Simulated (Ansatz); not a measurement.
`[NH2][Sn]([NH2])([Cl])[Cl]`. Charge 0, multiplicity 1. Sn takes the def2 core potential.

```xyz
9

N     1.341   -0.396    1.084
Sn   -0.297   -0.348   -0.054
N    -0.443    1.444   -0.920
Cl   -0.067   -2.153   -1.495
Cl   -2.314   -0.631    1.059
H     1.585   -1.332    1.382
H     1.281    0.198    1.902
H    -1.352    1.606   -1.335
H     0.267    1.612   -1.622
```

Question: What are the harmonic wavenumbers in cm⁻¹ at PBE0-D4/def2-TZVP (Ansatz, finite differences of forces, unscaled)? (An estimate is asked.)

Answer: Ansatz gave: 92, 119, 132, 146, 148, 159, 241, 366, 377, 556, 558, 661, 669, 870, 880, 1560, 1562, 3543, 3543, 3643, 3643.

Question: Is this a minimum?

Answer: Yes, all 21 modes are real.

Question: Give the ideal-gas thermochemistry at 298.15 K and 1 bar (rigid rotor, harmonic oscillator; point group C2, symmetry number 2).

Answer: Zero-point energy 140.4 kJ/mol; H(298) − E = 166.0 kJ/mol; entropy 390.3 J/(mol·K), of which translation 176.2, rotation 115.0, vibration 99.0; G(298) − E = 49.6 kJ/mol. Modes under 100 cm⁻¹ are hindered rotations or soft bends, so the harmonic entropy is rough.

Question: Rotational constants (cm⁻¹)?

Answer: 0.06647, 0.0495, 0.04086.
